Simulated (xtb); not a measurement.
C$_{5}$H$_{14}$O$_{2}$Si, triplet, at the geometry of the source list (a higher spin typed on purpose: for a closed-shell molecule this is an excited state); GFN2-xTB (xtb).

The xtb input:
```
$ xtb mol.xyz --gfn 2 --uhf 2 --etemp 10 --json

# file mol.xyz
22

Si     0.11410000    -1.27110000     0.50470000
C     -0.59030000    -2.58580000    -0.65970000
O     -0.95820000    -0.16870000     1.03870000
C     -1.83750000     0.67410000     0.34030000
C     -2.57130000     1.56900000     1.32830000
O      1.31760000    -0.64410000    -0.39320000
C      2.16800000     0.42670000    -0.07950000
C      2.77500000     0.98860000    -1.35690000
H      0.54220000    -1.74380000     1.81620000
H     -1.03660000    -2.14790000    -1.54910000
H     -1.35960000    -3.15830000    -0.15160000
H      0.17610000    -3.27950000    -0.98620000
H     -1.27550000     1.28440000    -0.37840000
H     -2.55630000     0.06520000    -0.22170000
H     -3.13070000     0.95880000     2.03200000
H     -3.25690000     2.22570000     0.79980000
H     -1.85810000     2.17080000     1.88540000
H      1.61060000     1.20570000     0.45480000
H      2.95980000     0.06340000     0.58700000
H      1.99550000     1.39580000    -1.99650000
H      3.48620000     1.77480000    -1.11720000
H      3.28590000     0.19600000    -1.89740000
```

What the program printed (banner, timings and long lists left out):

```
   ID    Z sym.   atoms
    1   14 Si     1
    2    6 C      2, 4, 5, 7, 8
    3    8 O      3, 6
    4    1 H      9-22

           -------------------------------------------------
          |                Calculation Setup                |
           -------------------------------------------------

           -------------------------------------------------
          |                 G F N 2 - x T B                 |
           -------------------------------------------------

          ...................................................
          :                      SETUP                      :
          :.................................................:
          :  # basis functions                  52          :
          :  # atomic orbitals                  51          :
          :  # shells                           31          :
          :  # electrons                        50          :
          :  max. iterations                   250          :
          :  Hamiltonian                  GFN2-xTB          :
          :  restarted?                      false          :
          :  GBSA solvation                  false          :
          :  PC potential                    false          :
          :  electronic temp.           10.0000000     K    :
          :  accuracy                    1.0000000          :
          :  -> integral cutoff          0.2500000E+02      :
          :  -> integral neglect         0.1000000E-07      :
          :  -> SCF convergence          0.1000000E-05 Eh   :
          :  -> wf. convergence          0.1000000E-03 e    :
          :  Broyden damping             0.4000000          :
          :  net charge                          0          :
          :  unpaired electrons                  2          :
          ...................................................

 iter      E             dE          RMSdq      gap      omega  full diag
   1    -27.7599336 -0.277599E+02  0.626E+00    0.25       0.0  T
   2    -27.7802325 -0.202989E-01  0.382E+00    0.43       1.0  T
   3    -27.7576564  0.225761E-01  0.301E+00    0.44       1.0  T
   4    -27.8255498 -0.678934E-01  0.154E+00    0.59       1.0  T
   5    -27.8355427 -0.999285E-02  0.778E-01    0.72       1.0  T
   6    -27.8338880  0.165465E-02  0.650E-01    0.71       1.0  T
   7    -27.8363241 -0.243606E-02  0.353E-01    0.75       1.0  T
   8    -27.8370083 -0.684277E-03  0.310E-01    0.75       1.0  T
[...]
         :: total energy             -27.525395386456 Eh    ::
[...]
     1  14 Si   3.562 --     3 O    1.147     6 O    1.038     9 H    0.693
                             2 C    0.577
     2   6 C    3.845 --    11 H    1.012    12 H    0.992    10 H    0.988
                             1 Si   0.577
     3   8 O    2.329 --     1 Si   1.147     4 C    0.937
     4   6 C    3.970 --     5 C    1.014    13 H    0.972    14 H    0.952
                             3 O    0.937
     5   6 C    3.996 --     4 C    1.014    15 H    0.987    17 H    0.984
                            16 H    0.984
     6   8 O    2.270 --     1 Si   1.038     7 C    0.990
     7   6 C    3.961 --     8 C    1.011     6 O    0.990    18 H    0.977
                            19 H    0.947
     8   6 C    3.995 --     7 C    1.011    22 H    0.986    21 H    0.985
                            20 H    0.985
     9   1 H    0.948 --     1 Si   0.693
    10   1 H    0.998 --     2 C    0.988
    11   1 H    0.999 --     2 C    1.012
    12   1 H    0.995 --     2 C    0.992
    13   1 H    1.000 --     4 C    0.972
    14   1 H    0.998 --     4 C    0.952
    15   1 H    0.998 --     5 C    0.987
    16   1 H    0.997 --     5 C    0.984
    17   1 H    0.996 --     5 C    0.984
    18   1 H    1.000 --     7 C    0.977
    19   1 H    0.997 --     7 C    0.947
    20   1 H    0.998 --     8 C    0.985
    21   1 H    0.998 --     8 C    0.985
    22   1 H    0.997 --     8 C    0.986
 ---------------------------------------------------------------------------

Topologies differ in total number of bonds
Writing topology from bond orders to xtbtopo.mol

molecular dipole:
                 x           y           z       tot (Debye)
 q only:        0.096      -0.145       0.071
   full:       -0.618       0.463      -0.450       2.272
molecular quadrupole (traceless):
                xx          xy          yy          xz          yz          zz
 q only:        0.607       0.281       1.887       1.039      -1.297      -2.494
  q+dip:        1.924       2.783      -0.524       1.091       1.280      -1.400
   full:        2.532       5.279      -0.331       1.706       1.189      -2.201

           -------------------------------------------------
          | TOTAL ENERGY              -27.525395386456 Eh   |
          | GRADIENT NORM               0.120012044092 Eh/α |
          | HOMO-LUMO GAP               0.761608792113 eV   |
           -------------------------------------------------

normal termination of xtb
```
